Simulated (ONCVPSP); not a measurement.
## Potentials for Zr (Z = 40) compared

Generated with ld1.x 7.5 (TM, RRKJ, ultrasoft, PAW), atompaw 4.2 or ONCVPSP 4.0.1. The cutoff is in Ry: for ld1.x and atompaw files where the sum of valence levels is converged to 10 mRy in a Bessel basis, for ONCV files where the hardest occupied wave has 1 mHa per electron of residual kinetic energy. The error is the largest all-electron minus pseudo excitation energy over each file’s own four to seven test configurations (ionisations up to +4, promotions, holes and added fractions of an electron), all of which were solved. The labels leave out finer settings (local radius, basis sizes, second energies), which also bear on the numbers. Spin-polarised tests are not counted. The rows are a selection from randomly drawn settings: files with unsolved tests, undetermined cutoffs or missed reference levels are left out.

A true bound ghost makes a file unfit for plane-wave use even where its test errors are small: the radial tests pick states by their node count and pass the ghost by.

| potential | cutoff (Ry) | largest error (meV) | bound ghosts |
| --- | --- | --- | --- |
| ONCV, LDA (Perdew-Zunger), scalar-relativistic, rc 1.80/1.95/1.80 (spd), local d, core correction no, reference 4s2 4p6 4d2 5s2, qcut 5.1/8.2/5, projectors 2/2/0 | 29 | -7.5 | none |
| ONCV, PBE, scalar-relativistic, rc 2.25/1.65/2.30 (spd), local smoothed, core correction yes, reference 4s2 4p6 4d2 5s2, qcut 6.5/8/6.3, projectors 2/2/3 | 42 | -9.1 | none |
| ONCV, PBE, fully relativistic, rc 1.95/1.35/2.40/2.35 (spdf), local smoothed, core correction yes, reference 4s2 4p6 4d2 5s2, qcut 5/5/5.2/5.3, projectors 2/2/2/1 | 224 | -362 | none |
| ONCV, revPBE, scalar-relativistic, rc 1.85/1.95/2.10 (spd), local smoothed, core correction no, reference 4s2 4p6 4d2 5s2, qcut 6/7.5/5.3, projectors 2/1/2 | 25 | -9.1 | none |
| ONCV, PBEsol, scalar-relativistic, rc 2.10/1.95/1.90 (spd), local d, core correction no, reference 4s2 4p6 4d2 5s1, qcut 6.6/8.8/4.6, projectors 3/3/0 | 37 | -3.3 | none |
| ONCV, PBE, fully relativistic, rc 1.75/1.50/2.95 (spd), local smoothed, core correction yes, reference 4s2 4p6 4d2 5s2, qcut 7.9/6.4/4.3, projectors 2/2/2 | 72 | +50 | none |

Q: Fill in the row for Zr: ONCV, revPBE, scalar-relativistic, rc 2.50/2.70/2.85/2.70 (spdf), local smoothed, core correction no, reference 4d2 5s1, qcut 2.2/3.5/5.4/4.4, projectors 2/2/2/2.

A: cutoff 46 Ry, largest error +348 meV, bound ghosts: s.

Q: Fill in the row for Zr: ONCV, PBE, scalar-relativistic, rc 2.15/1.55/3.20 (spd), local smoothed, core correction no, reference 4s2 4p6 4d3 5s1, qcut 6.7/6.1/5.6, projectors 3/2/2.

A: cutoff 71 Ry, largest error +19 meV, bound ghosts: none.
